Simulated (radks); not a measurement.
Task: Pm III, 59 electrons, occupied as [Xe] 4f5 (the NIST ground configuration). Method: scalar-relativistic Kohn-Sham, PW91, spin-polarised, spherical densities, point nucleus; open shells are filled with parallel spins first (spin-orbit coupling, left out, can overturn this in heavy ions); computed with a radial shooting solver on a logarithmic mesh with Libxc functionals. Some entries of the table are withheld. Estimate them.

orbital,occ.,eigenvalue (hartree),<r^2> (bohr^2)
1s down,1,-1655.247,0.0007315
1s up,1,-1655.247,0.0007315
2s up,1,-269.5051,0.01156
2s down,1,-269.5045,0.01156
2p up,3,-240.7274,0.009260
2p down,3,-240.7270,0.009259
3s up,1,-59.14422,0.07758
3s down,1,-59.09138,0.07749
3p up,3,-50.10911,0.07766
3p down,3,-50.05660,0.07754
3d up,5,-37.72022,0.06572
3d down,5,-37.67964,0.06559
4s up,1,-12.18429,0.3970
4s down,1,-12.04612,0.3967
4p up,3,-9.22096,0.4486
4p down,3,-9.08230,0.4484
4d up,5,-5.03654,(1)
4d down,5,-4.89778,(2)
5s up,1,-2.05649,2.304
5s down,1,-1.97263,2.364
5p up,3,(3),(4)
5p down,3,(5),(6)
4f up,5,-0.60167,1.390
4f down,0,-0.48231,1.644

Result: 
(1) 4d up <r^2> (bohr^2): 0.5505
(2) 4d down <r^2> (bohr^2): 0.5513
(3) 5p up eigenvalue (hartree): -1.34059
(4) 5p up <r^2> (bohr^2): 3.155
(5) 5p down eigenvalue (hartree): -1.27648
(6) 5p down <r^2> (bohr^2): 3.274
